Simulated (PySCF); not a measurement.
Al(F)(Cl)(OEt) (C2H5AlClFO), SMILES CC[O][Al]([F])[Cl]. Geometry optimised at PBE-D3(BJ)/def2-SVP. One conformer was computed; it need not be the lowest.

Computed equilibrium geometry at PBE-D3(BJ)/def2-SVP (PySCF confirms it by a frequency run) as a Z-matrix (one conformer of several):
```
C
H 1 1.1129
H 1 1.1151 2 106.51
O 1 1.4158 2 107.58 3 117.91
C 1 1.5238 2 110.04 3 -119.05
H 5 1.1092 1 111.17 2 58.70
H 5 1.1097 6 107.94 1 121.44
H 5 1.1105 6 107.83 7 116.89
Al 4 1.6960 1 134.20 2 167.62
F 9 1.6720 4 122.24 1 9.17
Cl 9 2.0887 10 118.95 8 155.09
```
Charge 0, spin multiplicity 1.
